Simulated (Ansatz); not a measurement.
C$_{4}$H$_{13}$GaO$_{3}$Si (`C[O][Ga]([O][SiH3])[O]C(C)C`) at its PBE0-D4/def2-TZVP geometry, where that method's forces vanish. The species carries charge 0 and has multiplicity 1.

```xyz
22

C     0.7447    1.8364   -2.2202
O     0.4451    1.3679   -0.9262
Ga    0.2612   -0.3541   -0.5377
O     0.3637   -1.5973   -1.7876
Si    0.6531   -1.8056   -3.3765
O    -0.0150   -0.8850    1.1180
C    -0.1838    0.0330    2.1927
C    -0.2379   -0.7836    3.4658
C    -1.4298    0.8746    1.9975
H     0.1806    1.3172   -3.0048
H     1.8121    1.7377   -2.4485
H     0.4841    2.8972   -2.2705
H     1.9450   -1.1785   -3.7752
H    -0.4269   -1.1931   -4.2006
H     0.7146   -3.2602   -3.6690
H     0.6861    0.7037    2.2404
H     0.6654   -1.3867    3.5708
H    -0.3268   -0.1335    4.3394
H    -1.0985   -1.4568    3.4429
H    -2.3101    0.2300    1.9252
H    -1.5727    1.5598    2.8367
H    -1.3543    1.4770    1.0875
```

Problem. What forces (eV/Å) does r2SCAN-D4/def2-TZVPP give on these atoms in the Gaussian-basis code of Ansatz? (Estimate.)

Solution. Computed: 
```
C1   0.083  0.098 -0.323
O2  -0.067 -0.017  0.316
Ga3 -0.002  0.017 -0.029
O4  -0.017 -0.039  0.064
Si5  0.014  0.005 -0.087
O6   0.025 -0.287 -0.208
C7   0.053  0.264  0.188
C8   0.002 -0.092  0.114
C9  -0.113  0.076 -0.022
H10  0.001 -0.006  0.006
H11 -0.006  0.002  0.004
H12 -0.001 -0.010  0.008
H13 -0.025 -0.016 -0.003
H14  0.025 -0.021  0.007
H15 -0.001  0.031  0.001
H16  0.023  0.012 -0.011
H17 -0.016  0.007  0.000
H18  0.000 -0.009 -0.021
H19  0.008  0.010 -0.004
H20  0.013  0.002  0.001
H21 -0.001 -0.008 -0.008
H22  0.001 -0.017  0.006
```
